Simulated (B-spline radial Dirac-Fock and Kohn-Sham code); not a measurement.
Al²⁺ in Watson spheres of different radius

These are calculated numbers from a radial B-spline solver; the model is ΔSCF Dirac-Fock with Breit, self-energy and vacuum polarisation, finite nucleus, configuration average. The ion, [Ne] 3s1, sits in a hollow sphere of charge Q = -2, a simple model of the Madelung potential. Inside the sphere an electron's potential energy is raised by the constant 14.40·|Q|/R eV, so binding energies fall by about that much as long as the orbitals stay inside.

```
radius (Å)  14.40 |Q|/R (eV)  2p1/2 (eV)  2p3/2 (eV)  3s (eV)
       1.6             18.00       86.39       85.97    10.63
       1.8             16.00       88.18       87.76    12.30
```

From the smallest to the largest radius 2p1/2 moves by +1.8 eV, while the constant potential alone would give +2.0 eV; the difference comes from charge outside the sphere and its screening.
